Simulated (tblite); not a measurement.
Species: C5H6ClNO2.
Cartesian coordinates in Å at the GFN2-xTB level; atoms count from 1:
```
atom  x, y, z in Å
N1    -1.4596   -1.5891   -1.8459
C2    -1.0132   -1.3425   -0.8243
C3    -0.4640   -0.9889    0.4804
O4    -1.1726    0.0843    1.0770
C5    -1.0082    1.2889    0.3779
O6     0.3248    1.6868    0.2905
C7     1.1035    0.7296   -0.3951
C8     1.0233   -0.6049    0.3510
Cl9    1.9166   -1.8737   -0.5162
H10   -0.5922   -1.8464    1.1525
H11   -1.5334    2.0503    0.9567
H12   -1.4478    1.2019   -0.6348
H13    2.1241    1.1139   -0.4156
H14    0.7382    0.5996   -1.4257
H15    1.4561   -0.5018    1.3498
```

All values are computed: GFN2-xTB (tblite) harmonic vibrations without scaling, gas phase. Against measured fundamentals such values can be off by several per cent, at times by over 20. One conformer, not necessarily the lowest.

Harmonic wavenumbers (cm⁻¹): 88.5, 118.1, 158.5, 228.7, 265.1, 336.7, 356.5, 389.9, 442.1, 595.0, 598.5, 658.2, 835.5, 865.5, 931.1, 954.6, 982.7, 1019.4, 1042.4, 1085.9, 1103.2, 1117.3, 1168.9, 1174.3, 1231.2, 1239.2, 1269.1, 1282.1, 1316.5, 1338.5, 1441.0, 1458.0, 2408.1, 2804.1, 2876.1, 2926.0, 2951.3, 3001.6, 3011.5.

A = 1966, B = 1293, C = 962.2 MHz; mass 147.009 u (most abundant isotopes); point group C1, symmetry number 1.

Zero-point energy?

½Σν̃ = 23535 cm⁻¹ = 281.55 kJ/mol.

Entropy at 298.15 K, 1 bar (ideal gas, RRHO, classical rotation)?

Translation 171.10, rotation 122.44, vibration 82.40: S = 375.9 J/(mol K).

And Cp and H(298.15 K) − H(0)?

Cp = 133.18 J/(mol K), of which vibrations give 99.93 (their classical limit is 39 R = 324.3); H(298.15 K) − H(0) = 24.01 kJ/mol without the zero-point energy, 14.09 from vibrations.

What must be added to the electronic energy to get the Gibbs energy at 298.15 K and 1 bar?

ZPE + [H(298.15 K) − H(0)] − T·S = 281.55 + 24.01 − 112.09 = 193.47 kJ/mol.

Which modes carry the vibrational entropy at 298.15 K?

88.5 cm⁻¹: 15.45; 118.1 cm⁻¹: 13.10; 158.5 cm⁻¹: 10.74; 228.7 cm⁻¹: 7.90; 265.1 cm⁻¹: 6.81; 336.7 cm⁻¹: 5.14 J/(mol K); the other 33 give 23.26 together.

How do the functions run with temperature in this model?

```
T (K)  S (J/(mol K))  Cp (J/(mol K))  H − H(0) (kJ/mol)  G − H(0) (kJ/mol)  ln q(vib)
  100          275.3            63.7               4.53             -22.99       0.72
  200          330.3            98.3              12.67             -53.39       2.40
  300          376.8           133.9              24.26             -88.77       4.26
  500          461.0           197.9              57.78            -172.71       8.17
  800          568.1           256.4             126.82            -327.64      14.01
 1000          628.0           280.3             180.63            -447.38      17.66
```

q(vib) and H(0) count from the zero-point level.

Blend soft modes into free rotors: weight 1/[1 + (100 cm⁻¹/ν̃)⁴] for the oscillator and the rest for a rotor with moment μB/(μ + B), μ = h/(8π²ν), B = 10⁻⁴⁴ kg m². What vibrational entropy results?

79.91 J/(mol K) in place of 82.40, which changes −T·S at 298.15 K by +0.74 kJ/mol.

Hindered rotation and anharmonicity are outside this model. Other conformers, if any are populated, would add a mixing term that is left out. The structure is chiral; the term R ln 2 for an equal mix with its mirror image is left out.
